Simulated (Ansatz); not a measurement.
`[SiH3][O][Al][SH]` radical, relaxed with UKS PBE0-D4/def2-TZVP in Ansatz 0.2.0 from a PBE-D4/def2-SVP geometry. The force threshold is 0.005 eV/Å; the program also tests the step.

Charge 0, multiplicity 2.

Start:

```xyz
8

Si   -1.072    1.115   -0.128
O    -0.200   -0.303   -0.042
Al    0.240   -1.967   -0.072
S     2.389   -2.428    0.279
H    -0.130    2.287   -0.109
H    -1.881    1.166   -1.398
H    -2.010    1.228    1.045
H     2.664   -1.098    0.426
```

Question: How much energy does the relaxation release, and in how many steps? (Best estimate.)

Answer: Ansatz gave: 5.71 kJ/mol, in 13 steps, 1 of them rejected.

Question: Which bonds change most? (An estimate is asked.)

Answer: The calculation gave: Si1–O2 from 1.667 to 1.627 Å; O2–Al3 from 1.721 to 1.685 Å; Al3–S4 from 2.225 to 2.204 Å; S4–H8 from 1.366 to 1.347 Å.

Question: Give the relaxed structure. (Estimate.)

Answer: The calculation gave: 
```xyz
8

Si   -1.049    1.075   -0.127
O    -0.307   -0.372   -0.076
Al    0.230   -1.969   -0.088
S     2.372   -2.323    0.293
H    -0.035    2.162   -0.104
H    -1.855    1.197   -1.371
H    -1.949    1.231    1.046
H     2.592   -1.001    0.427
```
